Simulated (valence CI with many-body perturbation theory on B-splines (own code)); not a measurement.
The numbers below are computed, except where a source is named.
# As²⁷⁺: magnetic and hyperfine properties of the levels

Method: relativistic CI+MBPT: four valence electrons over a frozen Dirac-Fock core [He], a basis of 11 s, 11 p, 9 d, 7 f, 5 g, 2 h, 1 i functions for each j, with the one-electron correlation potential Σ1, the two-electron term Σ2, the three-electron term Σ3, Breit, model QED; selected CI, second order for the rest (own B-spline code, finite nucleus).

The last digits are not significant, and no measured levels were compared; by estimate large intervals hold to a few tenths of a per cent, small ones and those within an open d or f shell to about a per cent. Among the levels kept, up to 260 cm⁻¹ of a level comes from second order outside the variational space, and about a tenth of that is noise between levels of different J, which matters for small intervals.

A/g_I is the dipole constant over the nuclear g factor μ/I (μ in nuclear magnetons, uniformly magnetised nucleus), B/Q the quadrupole constant per barn. Both hold the static response of the core; the bare values leave it out. Large factors of s and p1/2 electrons are usually good to 5 to 10 %; those of open d and f shells near neutrality can be off by tens of per cent, and small factors of p3/2, d and f electrons come from cancelling terms and can be off by a factor of two or in sign, in half-filled shells by more. B is blank for J = 1/2, where it vanishes, and for nearly pure S terms. Energies count from the lowest level. Levels with J = 0 are left out.

Levels are named by their leading jj configuration (3d3/2^4 stands for four electrons in 3d with j = 3/2), which in mixed levels can hold well under half, so a name can repeat and another be missing. Letters in brackets count levels of one name in rising energy.

| Level | E (Ry) | g | A/g_I (MHz) | A/g_I bare | B/Q (MHz/b) | B/Q bare |
| --- | --- | --- | --- | --- | --- | --- |
| (2s^2 2p1/2 2p3/2) J=1 | 2.34 | 1.495 | -8250 | -3960 | 57300 | 57500 |
| (2s^2 2p1/2 2p3/2) J=2 | 3.00 | 1.266 | 124000 | 125000 | 39100 | 39300 |
| (2s^2 2p3/2^2) J=2 | 5.84 | 1.222 | 71100 | 73000 | 74700 | 74900 |
| (2s 2p1/2^2 2p3/2) J=2 | 8.35 | 1.900 | 278000 | 280000 | 20700 | 20800 |
| (2s 2p1/2^2 2p3/2) J=1 | 11.45 | 0.824 | -138000 | -133000 | 104000 | 105000 |
| (2s 2p1/2 2p3/2^2) J=2 [a] | 11.92 | 1.312 | 229000 | 227000 | 149000 | 150000 |
| (2s 2p1/2 2p3/2^2) J=3 | 12.78 | 1.327 | 278000 | 276000 | -362 | -376 |
| (2s 2p1/2 2p3/2^2) J=1 [a] | 14.46 | 1.292 | 218000 | 217000 | -107000 | -108000 |
| (2s 2p1/2 2p3/2^2) J=2 [b] | 14.93 | 1.269 | 109000 | 111000 | -127000 | -128000 |
| (2s 2p1/2 2p3/2^2) J=1 [b] | 15.94 | 1.621 | 84300 | 90200 | 13400 | 13500 |
| (2s 2p3/2^3) J=2 | 17.42 | 1.162 | 245000 | 242000 | -44200 | -44300 |
| (2s 2p3/2^3) J=1 | 19.44 | 1.240 | -112000 | -104000 | -9350 | -9410 |
| (2p1/2^2 2p3/2^2) J=2 | 23.09 | 1.399 | 53000 | 58700 | 50000 | 50100 |
| (2p1/2 2p3/2^3) J=1 | 25.75 | 1.495 | -15600 | -8170 | -56100 | -56300 |
| (2p1/2 2p3/2^3) J=2 | 26.60 | 1.088 | 132000 | 133000 | -163000 | -164000 |
| (2s^2 2p1/2 3s) J=1 | 121.47 | 1.354 | 324000 | 320000 | -9660 | -9690 |
| (2s^2 2p1/2 3p1/2) J=1 | 123.56 | 0.672 | 222000 | 220000 | -2120 | -2120 |
| (2s^2 2p3/2 3s) J=2 | 124.40 | 1.495 | 123000 | 124000 | 117000 | 117000 |
| (2s^2 2p3/2 3s) J=1 | 124.67 | 1.133 | 6740 | 11200 | 68100 | 68300 |
| (2s^2 2p1/2 3p3/2) J=1 | 124.73 | 1.445 | -35800 | -34700 | 15500 | 15600 |
| (2s^2 2p1/2 3p3/2) J=2 | 124.83 | 1.176 | 100000 | 99800 | 25600 | 25600 |
| (2s^2 2p1/2 3d3/2) J=2 | 126.88 | 0.755 | 95200 | 94200 | 11600 | 11800 |
| (2s^2 2p3/2 3p1/2) J=1 | 126.92 | 1.539 | 211000 | 210000 | 26000 | 26100 |
| (2s 2p1/2^2 3s) J=1 | 127.11 | 2.096 | 372000 | 370000 | 14200 | 14200 |
| (2s^2 2p3/2 3p1/2) J=2 | 127.19 | 1.266 | 75300 | 77200 | 78600 | 78900 |
| (2s^2 2p3/2 3p3/2) J=3 | 127.48 | 1.331 | 46400 | 48000 | 150000 | 151000 |
| (2s^2 2p3/2 3p3/2) J=1 | 127.55 | 1.595 | 67500 | 69500 | -44900 | -45100 |
| (2s^2 2p1/2 3d5/2) J=2 | 127.57 | 1.255 | -48800 | -48500 | -2740 | -2660 |
| (2s^2 2p1/2 3d5/2) J=3 | 127.57 | 1.116 | 59800 | 59300 | 295 | 413 |
| (2s^2 2p1/2 3d3/2) J=1 | 127.66 | 0.797 | -65100 | -64600 | 136 | 180 |
| (2s^2 2p3/2 3p3/2) J=2 | 128.30 | 1.230 | 69300 | 70200 | 46300 | 46400 |
| (2s 2p1/2 2p3/2 3s) J=2 [a] | 128.80 | 1.788 | 274000 | 272000 | 108000 | 109000 |

Task: Take the isotope of mass number 75, with I = 3/2, μ = 1.4383 μN and Q = 0.311 b. What is the hyperfine structure of (2s 2p1/2 2p3/2^2) J=3?

Result: From the table A = 267000 MHz, B = -113 MHz. Shifts from the centre of gravity in MHz: F = 3/2: -1600000, F = 5/2: -934000, F = 7/2: 56.5, F = 9/2: 1200000.
